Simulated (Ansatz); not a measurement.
C3H10SSi can be A, `CC(C)S[SiH3]`, or B, `C[SiH2]C(C)S`.

Computed with Ansatz on PBE0-D4/def2-TZVP structures; ΔE is electronic, products minus reactants. CCSD(T)/CBS is the MP2 limit (def2-TZVPP, def2-QZVPP) plus CCSD(T) − MP2 in def2-TZVPP, frozen cores. DFT in def2-TZVPP. B3LYP here is the variant with VWN-RPA as its local correlation; programs differ in this. One conformer a species, not always the lowest.

A:

Z-matrix (Å, degrees):
```
C
C 1 1.516
H 1 1.091 2 112.0
H 1 1.092 2 110.5 3 -120.4
H 1 1.094 2 110.0 3 120.1
C 2 1.518 1 112.0 3 -179.2
S 2 1.840 1 112.0 3 60.4
H 2 1.094 1 109.9 3 -57.8
H 6 1.093 2 109.9 1 58.0
H 6 1.093 2 110.7 1 -61.1
H 6 1.091 2 111.5 1 178.3
Si 7 2.123 2 101.1 1 -72.2
H 12 1.483 7 105.9 2 -170.8
H 12 1.488 7 113.4 2 69.6
H 12 1.488 7 110.2 2 -51.4
```

B:

Z-matrix (Å, degrees):
```
C
Si 1 1.866
H 1 1.092 2 110.5
H 1 1.092 2 110.4 3 119.9
H 1 1.092 2 111.2 3 -119.7
C 2 1.888 1 111.7 3 -175.3
H 2 1.491 1 110.6 3 -55.2
H 2 1.493 1 110.2 3 64.1
S 6 1.825 2 109.8 1 64.0
C 6 1.523 2 112.9 1 -56.0
H 6 1.094 2 109.4 1 -177.6
H 9 1.343 6 97.6 2 52.5
H 10 1.093 6 110.3 2 -60.1
H 10 1.093 6 111.4 2 -179.8
H 10 1.093 6 111.4 2 59.9
```

Question: Which isomer does CCSD(T)/CBS put lower? Give the gap. (Estimate.)

Answer: The calculation gave: A, by 6.7 kcal/mol.

Question: Give E(B) − E(A) in kcal/mol with B2PLYP, B3LYP, HF/def2-TZVPP, B3LYP-D4, ωB97M-V, MP2/def2-TZVPP, r2SCAN-D4. (Best estimate.)

Answer: The calculation gave: B2PLYP 6.8, B3LYP 6.7, HF/def2-TZVPP 8.2, B3LYP-D4 6.4, ωB97M-V 5.7, MP2/def2-TZVPP 6.9, r2SCAN-D4 6.6. None reverses the order clearly.

Largest T1 diagnostic: 0.010.

In def2-TZVPP, CCSD(T) changes the Hartree–Fock value by −1.7 kcal/mol (the triples alone add +0.1 kcal/mol) and MP2 by −1.3 kcal/mol.
